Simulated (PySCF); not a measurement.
Species: C₃H₁₁FOSi₂.
Numbering: `[CH3:1][Si:2]([CH3:3])([CH2:4][F:5])[O:6][SiH3:7]` (hydrogens: H8, H9, H10 on C1; H11, H12, H13 on C3; H14, H15 on C4; H16, H17, H18 on Si7)

The same species was optimised twice, with GFN2-xTB and with PBE0-D3(BJ)/def2-SVP (PySCF), and the same property calculations (PySCF, gas phase) were run on both structures.

| coordinate | GFN2-xTB | PBE0-D3(BJ)/def2-SVP | change |
| --- | --- | --- | --- |
| Si2–O6 (Å) | 1.624 | 1.668 | +0.044 |
| O6–Si7 (Å) | 1.625 | 1.660 | +0.035 |
| C1–Si2 (Å) | 1.899 | 1.865 | -0.034 |
| Si2–C3 (Å) | 1.899 | 1.867 | -0.032 |
| Si2–C4 (Å) | 1.927 | 1.901 | -0.026 |
| C4–F5 (Å) | 1.384 | 1.393 | +0.009 |
| Si2–O6–Si7 (°) | 161.3 | 139.3 | -22.0 |
| Si2–C4–F5 (°) | 110.5 | 106.9 | -3.6 |
| C1–Si2–C4 (°) | 109.0 | 111.5 | +2.5 |
| C4–Si2–O6 (°) | 107.4 | 105.2 | -2.2 |
| C1–Si2–O6 (°) | 107.2 | 108.5 | +1.3 |
| C1–Si2–C3 (°) | 113.7 | 112.9 | -0.8 |
| C3–Si2–O6 (°) | 110.0 | 109.5 | -0.5 |
| C3–Si2–C4 (°) | 109.3 | 108.9 | -0.4 |
| C1–Si2–C4–F5 (°) | 177 | -171 | +12 |
| C1–Si2–O6–Si7 (°) | 177 | 159 | -18 |

Rotational constants: A = 1791, B = 1228, C = 974.8 MHz (GFN2-xTB) against A = 1961, B = 1317, C = 1067 MHz (PBE0-D3(BJ)/def2-SVP). Point groups within 0.08 Å: C1 and C1. Atoms that the bonding makes alike are paired by their places after alignment.

On the GFN2-xTB structure: isotropic polarisability (au) 89.9 [CAM-B3LYP/def2-SVPD]; HOMO (eV) -9.29 [CAM-B3LYP/def2-SVPD]; LUMO (eV) 0.88 [CAM-B3LYP/def2-SVPD]; dipole (D) 1.72 [CAM-B3LYP/def2-SVPD]; HOMO (eV) -7.79 [PBE0/pcSseg-1]; LUMO (eV) 0.34 [PBE0/pcSseg-1]; dipole (D) 1.59 [PBE0/pcSseg-1]; GIAO shielding of C1/C3 (mean) (ppm) 188.5 [PBE0/pcSseg-1]; GIAO shielding of Si2 (ppm) 347.0 [PBE0/pcSseg-1]; GIAO shielding of C4 (ppm) 103.7 [PBE0/pcSseg-1]; GIAO shielding of F5 (ppm) 482.7 [PBE0/pcSseg-1]; GIAO shielding of O6 (ppm) 310.1 [PBE0/pcSseg-1]; GIAO shielding of Si7 (ppm) 391.1 [PBE0/pcSseg-1].

**Question.** What do these properties become on the PBE0-D3(BJ)/def2-SVP structure?

**Answer.** 
| property | level | on GFN2-xTB | on PBE0-D3(BJ)/def2-SVP | change |
| --- | --- | --- | --- | --- |
| isotropic polarisability (au) | CAM-B3LYP/def2-SVPD | 89.9 | 90.9 | +1.0 |
| HOMO (eV) | CAM-B3LYP/def2-SVPD | -9.29 | -9.46 | -0.17 |
| LUMO (eV) | CAM-B3LYP/def2-SVPD | 0.88 | 0.92 | +0.04 |
| dipole (D) | CAM-B3LYP/def2-SVPD | 1.72 | 2.29 | +0.57 |
| energy, GFN2-xTB geometry as zero (kcal/mol) | CAM-B3LYP/def2-SVPD | 0.0 | -3.9 | -3.9 |
| HOMO (eV) | PBE0/pcSseg-1 | -7.79 | -8.00 | -0.21 |
| LUMO (eV) | PBE0/pcSseg-1 | 0.34 | 0.47 | +0.13 |
| dipole (D) | PBE0/pcSseg-1 | 1.59 | 2.24 | +0.65 |
| energy, GFN2-xTB geometry as zero (kcal/mol) | PBE0/pcSseg-1 | 0.0 | -3.5 | -3.5 |
| GIAO shielding of C1/C3 (mean) (ppm) | PBE0/pcSseg-1 | 188.5 | 187.1 | -1.4 |
| GIAO shielding of Si2 (ppm) | PBE0/pcSseg-1 | 347.0 | 338.7 | -8.3 |
| GIAO shielding of C4 (ppm) | PBE0/pcSseg-1 | 103.7 | 105.3 | +1.6 |
| GIAO shielding of F5 (ppm) | PBE0/pcSseg-1 | 482.7 | 480.9 | -1.8 |
| GIAO shielding of O6 (ppm) | PBE0/pcSseg-1 | 310.1 | 308.7 | -1.4 |
| GIAO shielding of Si7 (ppm) | PBE0/pcSseg-1 | 391.1 | 389.8 | -1.3 |

The heavy atoms differ by 0.272 Å rms after alignment. Among the bonds compared Si2–O6 changes most (+0.044 Å). Changes are differences of the printed values. Neither structure is proved a minimum here.

Shape of the structure used: `[CH3:1][Si:2]([CH3:3])([CH2:4][F:5])[O:6][SiH3:7]`: C1–Si2–C4–F5 -171°, C1–Si2–O6–Si7 159°.
